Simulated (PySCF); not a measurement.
ammonium (H₄N), SMILES [NH4+], charge +1. Atoms are numbered in the order given.

```xyz
5

N      0.0000     0.0000     0.0000
H      0.5959    -0.5959     0.5959
H     -0.5959    -0.5959    -0.5959
H     -0.5959     0.5959     0.5959
H      0.5959     0.5959    -0.5959
```
Charge +1, spin multiplicity 1.

Geometry optimised at PBE-D3(BJ)/def2-TZVPD.

Method: PBE-D3(BJ)/def2-TZVPD (PySCF).

Harmonic, unscaled wavenumbers; measured fundamentals usually lie a few per cent lower.

Modes within 1.5 cm⁻¹ of each other (mostly degenerate sets) share a row, with their intensities summed.

Computed harmonic wavenumbers and intensities:
| mode | ν (cm⁻¹) | IR (km/mol) | moving atoms (share of kinetic energy) |
|---|---|---|---|
| 1–3 | 1433 | 419.8 | H 86 %, N 14 % |
| 4–5 | 1676 | 0.0 | H 100 % |
| 6 | 3296 | 0.0 | H 100 % |
| 7–9 | 3400 | 503.8 | H 92 %, N 8 % |
